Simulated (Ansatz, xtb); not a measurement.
**Two isomers of C4H6F3NO**

We compare I, `NC(=O)CCC(F)(F)F`, a singlet, with II, `C[C@H](C(N)=O)C(F)(F)F`, a singlet. Both are isolated molecules in the gas phase, relaxed with PBE-D3(BJ)/def2-SVP; each stands in its lowest conformer found.

I (Å):

```xyz
15

C    -1.7202   -0.3676    0.1676
C    -0.6119    0.4272    0.8744
C     0.7182   -0.3247    0.8499
C     1.4628   -0.1638   -0.4589
F     1.7975    1.1373   -0.6835
F     2.6095   -0.8798   -0.4668
F     0.7211   -0.5648   -1.5220
N    -2.6291    0.3880   -0.5185
O    -1.8020   -1.5875    0.2651
H    -3.3795   -0.0959   -1.0131
H    -2.4955    1.3843   -0.6807
H    -0.9385    0.5447    1.9290
H    -0.4964    1.4505    0.4616
H     1.3978    0.0221    1.6522
H     0.5176   -1.4046    1.0014
```

II (Å):

```xyz
15

C     1.8474   -1.3590   -3.1860
C     1.3195   -0.6646   -1.9308
C     2.4748   -0.4335   -0.9146
C     0.1473   -1.4346   -1.3298
F    -0.7984   -1.7111   -2.2547
F    -0.4822   -0.7207   -0.3418
F     0.5385   -2.6062   -0.7818
N     2.1134    0.1347    0.2728
O     3.6345   -0.7017   -1.2027
H     1.0604   -1.4268   -3.9593
H     2.2027   -2.3780   -2.9409
H     2.7113   -0.7974   -3.5830
H     0.9073    0.3346   -2.1926
H     1.1361    0.2498    0.5380
H     2.8425    0.2548    0.9766
```

Problem. Estimate E(II) − E(I) at the level CCSD(T)/def2-SVP + ΔMP2/def2-TZVPP.

Solution. Not settled: CCSD(T)/def2-SVP + ΔMP2/def2-TZVPP gives E(II) − E(I) = +0.070 eV, but this leans on the basis-set step: CCSD(T) alone gives +0.010 eV.

Level by level:

```json
{"level": "GFN2-xTB", "geometry": "GFN2-xTB", "E(II) − E(I) (eV)": "+0.027", "departure from the last row (eV)": "−0.043", "job, with rough time for the two": "optimisation, 0.41 s"}
{"level": "HF/STO-3G", "geometry": "GFN2-xTB", "E(II) − E(I) (eV)": "−0.019", "departure from the last row (eV)": "−0.089", "job, with rough time for the two": "single point, 0.52 s"}
{"level": "r2SCAN-D4/def2-SVP", "geometry": "GFN2-xTB", "E(II) − E(I) (eV)": "+0.025", "departure from the last row (eV)": "−0.046", "job, with rough time for the two": "single point, 4.8 s"}
{"level": "PBE-D3(BJ)/def2-SVP", "geometry": "PBE-D3(BJ)/def2-SVP", "E(II) − E(I) (eV)": "+0.008", "departure from the last row (eV)": "−0.062", "job, with rough time for the two": "optimisation, 44 s"}
{"level": "HF/def2-SVP", "geometry": "PBE-D3(BJ)/def2-SVP", "E(II) − E(I) (eV)": "+0.131", "departure from the last row (eV)": "+0.061", "job, with rough time for the two": "part of the CCSD(T) run"}
{"level": "MP2/def2-SVP", "geometry": "PBE-D3(BJ)/def2-SVP", "E(II) − E(I) (eV)": "+0.004", "departure from the last row (eV)": "−0.066", "job, with rough time for the two": "part of the CCSD(T) run"}
{"level": "CCSD(T)/def2-SVP", "geometry": "PBE-D3(BJ)/def2-SVP", "E(II) − E(I) (eV)": "+0.010", "departure from the last row (eV)": "−0.060", "job, with rough time for the two": "single point"}
{"level": "CCSD(T)/def2-SVP + ΔMP2/def2-TZVPP", "geometry": "PBE-D3(BJ)/def2-SVP", "E(II) − E(I) (eV)": "+0.070", "departure from the last row (eV)": "", "job, with rough time for the two": "single point, 3.1 min"}
```

As drawn, both hold the same kinds of bond in the same numbers. Structure I has 0 methyl groups, II 1.

HF/STO-3G, PBE-D3(BJ)/def2-SVP, MP2/def2-SVP, CCSD(T)/def2-SVP find them nearly level. The largest departure from CCSD(T)/def2-SVP + ΔMP2/def2-TZVPP is that of HF/STO-3G, 0.089 eV. The last row adds to CCSD(T) the change of the MP2 difference between the two basis sets, here +0.060 eV.

With thermal terms from frequencies at re-optimised GFN2-xTB minima (ideal gas, soft modes damped towards free rotors, one conformer each, 298.15 K, 1 atm): the zero-point term adds −0.002 eV; ΔH is +0.071 and ΔG +0.077 eV.

The correlated steps freeze 9 core orbitals. Mirror images aren't counted in ΔG. Programs: Ansatz 0.2.0, xtb 6.7.1; the last row on 4 threads of Arm Neoverse V1 on a shared host.
